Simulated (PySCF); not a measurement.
Structure from NMR data

An unknown has the formula C5H9ClOSi. Its calculated NMR data are:

1H NMR (400 MHz, computed): δ 7.59 (q, 1H), 4.21 (d, 3H), 2.74 (q, 2H), 1.28 (t, 3H).

13C{1H} NMR (computed): δ 182.2 (C), 166.4 (CH), 160.4 (C), 35.0 (CH2), 18.9 (CH3).

[PySCF 2.14.0 with density-fitted response routines: coordinates at the GFN2-xTB level; σ from GIAO-PBE0/pcSseg-1; non-relativistic; averaged over atoms made equivalent by symmetry, fast rotation or ring inversion; gas phase; one computed conformer]

Referencing at the same level of theory: 1H and 13C against TMS.

Propose a structure and justify it.

Answers


1. Rings plus π bonds: 2 (no ring in the answer).
2. 5 carbon signals for 5 carbons: no two carbons are equivalent.
3. Carbon types of the structure: 2 × C, 1 × CH, 1 × CH2, 1 × CH3, leaving 3 H on heteroatoms.
4. δC 182.2: carbonyl carbon.
5. δC 166.4: β carbon of a C=C–C=O unit; conjugation with the carbonyl draws π density from the β position.
6. δC 160.4: α carbon of a C=C–C=O unit; an sp2 carbon of a C=C bond.
7. δC 35.0: allylic sp3 CH2; aliphatic region, no heteroatom directly attached.
8. δC 18.9: methyl carbon; saturated and bonded to C and H only.
9. δH 7.59: hydrogen on a β carbon of a C=C–C=O unit; attached to an sp2 carbon and in the plane of the double bond.
10. δH 2.74: hydrogen on an allylic sp3 CH2; allylic position.

Structure: SMILES C(/C(CC)=C\[SiH3])(=O)Cl.

This is the structure that produced the data.

Carbons that carry Cl, above all several Cl atoms, come out too deshielded, partly because spin–orbit coupling is missing. Shifts are as computed. Against solution values, carbons near 30 ppm lie about +3 ppm off and those near 130 ppm about +5 ppm; carbons on Cl a further +6 ppm. Of 1211 compounds with measured shifts, 218 miss one by over three times the rms of a fit or turn the order of signals round; such compounds aren't used in these exercises. No couplings were computed; multiplicities are counted from neighbouring protons, with m where these are inequivalent, close in shift, in a saturated or five-membered ring or joined by F or P, and br s for small geminal =CH2 splittings.
